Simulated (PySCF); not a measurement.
This script is equivalent to a calculation on Xe²⁺ (xenon, charge +2).

```python
from pyscf import gto, scf, dft, mp, cc
import basis_set_exchange as bse
mol = gto.M(atom="Xe 0 0 0", charge=2, spin=2, symmetry="D2h",
            basis=gto.basis.parse(bse.get_basis("dyall-av2z", elements=["Xe"], fmt="nwchem")))
mf = dft.UKS(mol, xc="LDA,VWN")
mf.irrep_nelec = {'Ag': (9, 9), 'B1g': (2, 2), 'B2g': (2, 2), 'B3g': (2, 2), 'B1u': (4, 3), 'B2u': (4, 4), 'B3u': (4, 3)}
mf.kernel()
```

Task: What total energy does it give?

Result: -7227.59 hartree (calculated).

Task: Which occupied shell lies highest, and where?

Result: 5p β, at -25.720 eV.

Task: What is ⟨S²⟩, and what would a pure spin state give?

Result: 2.001, against 2.00.

A non-relativistic calculation at this Z misses sizeable relativistic shifts.
